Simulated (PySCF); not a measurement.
C₂H₈GeSi, AlGeH₃O, AlGeH₂NO, AlBGeH₅O (calculated)

Calculation on a computer-drawn molecule: the log of a Hartree-Fock and frozen-core CCSD(T) single point meant for a local Hartree-Fock minimum, with one planted fault or none, to be diagnosed. Offsets are logged minus clean, where the clean run is the same molecule without the fault. The reference is restricted for singlets and unrestricted otherwise, and also for a bond in bohr or an excited solution. Adding or removing an electron swaps singlet and doublet. The excited solution moves the top pair (singlet) or top alpha electron (doublet) to the lowest empty orbital. Highest occupied and lowest empty are orbital energies over both spins, largest force is the largest gradient component, triples share is (T) over the correlation energy, the T1 limit is 0.02 restricted and 0.045 unrestricted, electrons count all cores, a negative frequency is imaginary (commonest isotopes), and the dipole is about the centre of nuclear charge; on germanium a core potential holds 10 electrons, which the energies leave out, and 3d is frozen in MP2 and coupled-cluster steps. Program: PySCF 2.14.0.

Common to all runs: meant multiplicity 1; meant basis cc-pV(D+d)Z; meant basis and core potential on germanium cc-pVDZ-PP ECP10MDF; logged SCF converged yes; logged CC converged yes; logged SCF stable within its kind yes; possible faults no fault, one electron removed, one electron added, multiplicity raised by two, geometry at a saddle point, SCF held on an excited solution, minimal basis STO-3G, one bond length entered in bohr, all coordinates scaled.

(1) C₂H₈GeSi

Logged structure:
```xyz
12
C2H8GeSi
Si     2.5561     2.2129    -0.1654
C      2.4913     0.5186     0.2272
C      1.5407    -0.5643    -0.3160
Ge     2.4949    -1.9118    -1.4884
H      1.6084     2.8715    -1.1329
H      3.5862     3.1233     0.4438
H      3.2497     0.1589     0.9585
H      0.7111    -0.1231    -0.9212
H      1.0653    -1.1328     0.5232
H      1.5230    -3.0855    -1.8780
H      3.0029    -1.2145    -2.7986
H      3.7260    -2.5132    -0.7217
```

- meant charge: 0
- logged electrons: 66
- logged basis functions: 114
- logged spin squared: 0
- logged highest occupied: -7.8502 eV
- logged lowest empty: 2.2145 eV
- logged largest force: 0.013806 hartree/bohr
- logged T1 diagnostic: 0.012336
- logged D1 diagnostic: 0.040131
- logged triples share: 0.034577
- logged dipole magnitude: 1.0035 debye
- logged energy HF: -662.62681 hartree
- logged energy CCSD(T): -663.19907 hartree
- planted fault: all coordinates scaled, by +2.3 %
- HF energy offset from clean run: 3.613 kcal/mol
- CCSD(T) energy offset from clean run: 0.3391 kcal/mol

Drawn bonds:
```tsv
atom	other atom	order
1	2	2
2	3	1
3	4	1
1	5	1
1	6	1
2	7	1
3	8	1
3	9	1
4	10	1
4	11	1
4	12	1
```

(2) AlGeH₃O

Logged structure:
```xyz
6
AlGeH3O
O     -0.5169     0.5850     1.2339
Al     0.9095     0.1324     0.7480
Ge     3.1656    -0.5837    -0.0203
H      4.1339    -0.5341     1.1602
H      3.0790    -2.0095    -0.5616
H      3.6404     0.3622    -1.1218
```

- meant charge: 0
- logged electrons: 56
- logged basis functions: 75
- logged spin squared: 0
- logged highest occupied: -10.632 eV
- logged lowest empty: 1.3735 eV
- logged largest force: 2.361e-05 hartree/bohr
- logged lowest frequency: 152.95 cm⁻¹
- logged T1 diagnostic: 0.030413
- logged D1 diagnostic: 0.072974
- logged triples share: 0.036941
- logged dipole magnitude: 6.2385 debye
- logged energy HF: -611.88264 hartree
- logged energy CCSD(T): -612.27766 hartree
- planted fault: no fault
- HF energy offset from clean run: 0 kcal/mol
- CCSD(T) energy offset from clean run: 0 kcal/mol

Drawn bonds:
```tsv
atom	other atom	order
1	2	2
2	3	1
3	4	1
3	5	1
3	6	1
```

Notes: T1 above single-reference limit.

(3) AlGeH₂NO

Logged structure:
```xyz
6
AlGeH2NO
N     -0.6668     0.6753     2.3185
Ge    -1.6454     0.6513     0.9368
O     -1.7201     1.8076    -0.3953
Al    -1.7101     2.9949    -1.6426
H     -0.0395     1.4797     2.3686
H     -2.6558    -0.4644     0.6656
```

- meant charge: 0
- logged electrons: 62
- logged basis functions: 84
- logged spin squared: 0
- logged highest occupied: -8.8866 eV
- logged lowest empty: 1.3785 eV
- logged largest force: 0.010324 hartree/bohr
- logged T1 diagnostic: 0.023109
- logged D1 diagnostic: 0.068067
- logged triples share: 0.035306
- logged dipole magnitude: 2.862 debye
- logged energy HF: -665.7897 hartree
- logged energy CCSD(T): -666.32981 hartree
- planted fault: all coordinates scaled, by +1.1 %
- HF energy offset from clean run: 0.5443 kcal/mol
- CCSD(T) energy offset from clean run: -1.405 kcal/mol

Drawn bonds:
```tsv
atom	other atom	order
1	2	2
2	3	1
3	4	1
1	5	1
2	6	1
```

Notes: T1 above single-reference limit.

(4) AlBGeH₅O

Logged structure:
```xyz
9
AlBGeH5O
O      1.3916    -2.7324    -1.8093
B      1.6571    -1.6461    -2.5075
Ge     0.8850     0.3201    -2.2109
Al     1.7487     2.4334    -0.9697
H      0.7819    -2.7149    -1.0865
H      2.4185    -1.6809    -3.4284
H     -0.3665     0.5327    -3.0767
H      2.7644     3.2448    -1.8270
H      1.1259     2.5687     0.4517
```

- meant charge: 1
- logged electrons: 63
- logged basis functions: 99
- logged spin squared: 0.7672
- logged highest occupied: -6.906 eV
- logged lowest empty: 0.62659 eV
- logged largest force: 0.033566 hartree/bohr
- logged T1 diagnostic: 0.016167
- logged D1 diagnostic: 0.052146
- logged triples share: 0.025873
- logged dipole magnitude: 2.1227 debye
- logged energy HF: -637.75459 hartree
- logged energy CCSD(T): -638.22904 hartree
- planted fault: one electron added
- HF energy offset from clean run: -140 kcal/mol
- CCSD(T) energy offset from clean run: -148.5 kcal/mol

Drawn bonds:
```tsv
atom	other atom	order
1	2	1
2	3	1
3	4	1
1	5	1
2	6	1
3	7	1
4	8	1
4	9	1
```
